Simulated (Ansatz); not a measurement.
A structure relaxed at PBE0-D4/def2-TZVP, charge 0, multiplicity 1:

Cartesian coordinates in Å:
```
C 0.056 1.609 -1.348
C -0.080 1.495 0.170
Si -1.744 0.745 0.678
B 0.854 0.540 0.949
Si 1.625 -1.091 0.120
O 2.615 -1.899 1.183
Ga -0.516 -2.150 -0.368
H -0.725 2.232 -1.790
H 1.023 2.043 -1.614
H 0.001 0.628 -1.829
H -0.134 2.479 0.656
H -2.132 1.118 2.059
H -1.697 -0.772 0.688
H -2.807 1.104 -0.293
H 0.876 0.633 2.148
H 2.334 -0.857 -1.176
H 2.834 -2.806 0.966
H -1.140 -3.294 0.515
H -1.242 -1.757 -1.714
```

(1) Give its formula and SMILES.

(2) Point group (tolerance 0.08 Å, 0.16 Å for H)?

(3) Summarise the bond lengths by kind.

Results:

(1) C2H12BGaOSi2, `C[C@@H]([SiH3])B[Si@@H](O)[GaH2]`.

(2) C1.

(3) 1 × C–C 1.528 Å; 4 × C–H 1.092 to 1.099 Å; 1 × C–Si 1.894 Å; 1 × B–C 1.546 Å; 4 × H–Si 1.482 to 1.518 Å; 1 × B–Si 1.985 Å; 1 × B–H 1.203 Å; 1 × O–Si 1.663 Å; 1 × Ga–Si 2.438 Å; 1 × H–O 0.957 Å; 2 × Ga–H 1.574 to 1.579 Å.

All numbers were calculated with Ansatz.
